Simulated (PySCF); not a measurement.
# Highest orbital energy against ionisation energy along the third row

Calculated with PySCF 2.14, no spin-orbit coupling. Each cell gives −ε(HOMO) / ΔSCF in eV; NIST values include spin-orbit coupling, (s) semi-empirical, (t) theoretical.

```
                           species              UHF              LDA              PBE             PBE0           r2SCAN  NIST (lowest levels)
Mg⁺ (dyall-av3z, non-relativistic)  14.738 / 14.724  11.983 / 15.352  11.898 / 15.337  12.707 / 15.232  12.044 / 15.020                15.035
Al⁺ (dyall-av3z, non-relativistic)  17.750 / 17.520  14.890 / 18.892  14.782 / 18.758  15.737 / 18.652  14.934 / 18.381                18.829
Si⁺ (dyall-av3z, non-relativistic)  16.216 / 15.842  12.079 / 16.368  12.197 / 16.408  13.340 / 16.433  12.565 / 16.531                16.346
 P⁺ (dyall-av3z, non-relativistic)  19.732 / 19.171  14.919 / 19.826  14.983 / 19.784  16.331 / 19.821  15.413 / 19.955            19.769 (s)
 S⁺ (dyall-av3z, non-relativistic)  23.468 / 22.731  17.894 / 23.409  17.922 / 23.319  19.492 / 23.387  18.475 / 23.539                23.338
Cl⁺ (dyall-av3z, non-relativistic)  23.642 / 22.586  18.341 / 23.978  18.363 / 23.842  19.945 / 23.836  18.714 / 23.802                23.814
Ar⁺ (dyall-av3z, non-relativistic)  27.623 / 26.371  21.594 / 27.829  21.543 / 27.593  23.337 / 27.607  21.987 / 27.667                27.630
```

Task: How far is −ε(HOMO) from ΔSCF on average for each method, and why?

Result: UHF 0.60 eV; LDA -4.85 eV; PBE -4.76 eV; PBE0 -3.44 eV; r2SCAN -4.39 eV. Hartree-Fock orbital energies lack relaxation and so exceed the ΔSCF value; semilocal functionals have convex E(N) from self-interaction, so their HOMO lies far too high; exact exchange moves hybrids part of the way back.
